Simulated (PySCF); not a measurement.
**BiTe: energy against distance**

Set-up: PySCF, scalar-relativistic core potentials, basis sets Bi def2-SVP with ECP60, Te def2-SVP with ECP28. Energies in eV from Bi + Te in their ground configurations at the same level. State: ²Π (doublet), unpaired electrons π ↑.

All columns are PBE0. A positive dipole means Bi(−)Te(+).

```
R (Å)  E (eV)  μ (D)  Mulliken charge on Bi (basis-dependent)  HOMO (eV)  LUMO (eV)  Mayer bond order  ⟨S²⟩
2.272  -0.866  -1.02                                     0.13      -4.61      -3.08              2.31  0.75
2.378  -1.752  -1.36                                     0.15      -4.79      -3.26              2.30  0.75
2.483  -2.216  -1.68                                     0.16      -4.96      -3.44              2.29  0.76
2.563  -2.368  -1.91                                     0.17      -5.08      -3.58              2.27  0.77
2.642  -2.400  -2.12                                     0.18      -5.19      -3.70              2.22  0.81
2.721  -2.351  -2.25                                     0.18      -5.28      -3.78              2.09  0.92
2.827  -2.215  -2.32                                     0.18      -5.39      -3.81              1.85  1.14
2.959  -1.988  -2.39                                     0.18      -5.48      -3.79              1.57  1.36
3.118  -1.682  -2.50                                     0.18      -5.56      -3.75              1.32  1.55
3.329  -1.274  -2.67                                     0.17      -5.62      -3.67              1.06  1.74
```

⟨S²⟩ of the unrestricted solution departs from its pure value on part of the curve, where spin states mix. Spin–orbit coupling is left out, which matters for elements this heavy, above all for dissociation energies. The state is the lowest determinant that a PBE0 search found; another state may lie lower at other levels.
